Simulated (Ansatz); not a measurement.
Start from `BC(B)C` and change one atom or group to get `BC(B)CF`.

Ansatz, PBE0-D4/def2-TZVP geometries, multiplicity 1. Each molecule was computed in one conformer, which needn't be the lowest.

| property | `BC(B)C` |
| --- | --- |
| LUMO energy (PBE0/def2-TZVPP) / eV | -1.82 |
| HOMO–LUMO gap (ωB97M-V/def2-TZVPP) / eV | 11.01 |
| size of the dipole moment (PBE/def2-TZVPP) / D | 0.89 |
| LUMO energy (ωB97M-V/def2-TZVPP) / eV | 0.08 |
| HOMO energy (B3LYP/def2-TZVPP) / eV | -8.44 |
| LUMO energy (B3LYP/def2-TZVPP) / eV | -2.04 |

Problem. Give the same properties after the change, and the shifts. (Estimate.)

Solution. The calculation gave: 
| property | `BC(B)CF` | shift |
| --- | --- | --- |
| LUMO energy (PBE0/def2-TZVPP) / eV | -2.11 | -0.29 |
| HOMO–LUMO gap (ωB97M-V/def2-TZVPP) / eV | 11.20 | 0.19 |
| size of the dipole moment (PBE/def2-TZVPP) / D | 1.43 | 0.54 |
| LUMO energy (ωB97M-V/def2-TZVPP) / eV | -0.18 | -0.26 |
| HOMO energy (B3LYP/def2-TZVPP) / eV | -8.87 | -0.43 |
| LUMO energy (B3LYP/def2-TZVPP) / eV | -2.33 | -0.29 |

With PBE0 the HOMO falls by 0.43 eV and the LUMO falls by 0.29 eV, so the gap widens by about 0.14 eV. PBE moves the HOMO by -0.27 eV and ωB97M-V by -0.45 eV. Dipoles are sizes alone; their direction can turn.

B3LYP here is the variant with VWN-RPA as its local correlation; programs differ in this.
